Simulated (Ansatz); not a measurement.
Molecule: BO, net charge 0, doublet state. SMILES: [B]=O
Structure (B3LYP-D3(BJ)/def2-TZVP (Ansatz, a first-principles code) minimum search):
```
B
O 1 1.2021
```
Charge 0, spin multiplicity 2.

B3LYP/6-31G* beside other levels, property by property. Terms: each state is the SCF solution reached for its charge and spin; frozen cores in correlated levels; open shells spin-unrestricted; 6-31G* and kin with 6d, 5d where marked; atomisation electronic, to ground-state atoms; non-relativistic; no spin-orbit coupling. Basis-set limits of correlation are two-point, X^-3; Hartree-Fock from the larger set (for Q and 5 zeta extrapolated as (X+1)exp(-9√X)). First-principles rows: single points at B3LYP-D3(BJ) geometries (Ansatz), with unscaled harmonic terms from B3LYP/6-31G* at its own minima, enthalpies of formation by atomisation with measured atoms. Anions need diffuse functions, which STO-3G, LANL2DZ, def2-SVP, cc-pVDZ and Pople sets without + lack.

Coupled cluster (Ansatz) is a level with limits of its own, used here on species with T1 under 0.025 (0.045 for open shells) and stable references: (a) CCSD(T)/CBS(aug-cc-pVTZ,aug-cc-pVQZ); (b) CCSD(T)/CBS(cc-pVQZ,cc-pV5Z).

```json
[
 {"property": "vertical electron affinity to the singlet (eV)", "B3LYP/6-31G* (Ansatz)": "1.46", "PBE/6-31G* (Ansatz)": "1.26", "B3LYP/STO-3G (Ansatz)": "-3.47", "wB97X-V/def2-TZVPD (Ansatz)": "2.56", "to compare with": "2.46 coupled cluster (a)"},
 {"property": "enthalpy of formation at 298 K (kcal/mol)", "B3LYP/6-31G* (Ansatz)": "4.7", "PBE/6-31G* (Ansatz)": "-8.5", "B3LYP/STO-3G (Ansatz)": "-13.6", "wB97X-V/def2-TZVPD (Ansatz)": "7.8", "to compare with": "4.9 coupled cluster (b)"},
 {"property": "atomisation energy (kcal/mol)", "B3LYP/6-31G* (Ansatz)": "194.0", "PBE/6-31G* (Ansatz)": "207.2", "B3LYP/STO-3G (Ansatz)": "212.3", "wB97X-V/def2-TZVPD (Ansatz)": "190.9", "to compare with": "193.8 coupled cluster (b)"}
]
```

As the rows show:
- vertical electron affinity to the singlet: B3LYP/6-31G* lies 1.00 eV below coupled cluster.
- enthalpy of formation at 298 K: B3LYP/6-31G* lies 0.2 kcal/mol below coupled cluster.
- atomisation energy: B3LYP/6-31G* lies 0.2 kcal/mol above coupled cluster.

The properties are those with a value to compare with, at most eight drawn at random. No case is left out for the size of its miss. Left out are saddle points of the reference geometry, anions that the best level run finds unbound, excited spin states, species near biochemistry, cases with under five habitual levels, runs that failed or whose electronic state is in doubt, and table entries that another table contradicts.
